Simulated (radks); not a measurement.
Results of a calculation; reference values are marked as such.
Task: Ir III, 75 electrons, occupied as [Xe] 4f14 5d(up 3.5, down 3.5) (fractional occupations, a model configuration). Code: a radial shooting solver on a logarithmic mesh with Libxc functionals. Model: scalar-relativistic Kohn-Sham, r2SCAN, spin-polarised, spherical densities, finite nucleus; meta-GGA in the generalised Kohn-Sham scheme; Fermi nuclear charge, rms radius 5.4032 fm. Some entries of the table are withheld. Estimate them.

orbital,occ.,eigenvalue (eV),<r^2> (bohr^2)
1s,2,-76216.39,(1)
2s,2,-13375.00,0.006417
2p,6,(2),0.005365
3s,2,-3152.443,0.04141
3p,6,-2637.116,0.04239
3d,10,(3),0.03518
4s,2,-692.5710,0.2022
4p,6,-522.8189,0.2304
4d,10,-313.1405,0.2646
5s,2,-117.6743,1.082
4f,14,-80.5403,0.3509
5p,6,(4),1.456
5d,7,-24.4628,3.040

Result: 
(1) 1s <r^2> (bohr^2): 0.0004197
(2) 2p eigenvalue (eV): -11620.72
(3) 3d eigenvalue (eV): -2068.399
(4) 5p eigenvalue (eV): -73.8856
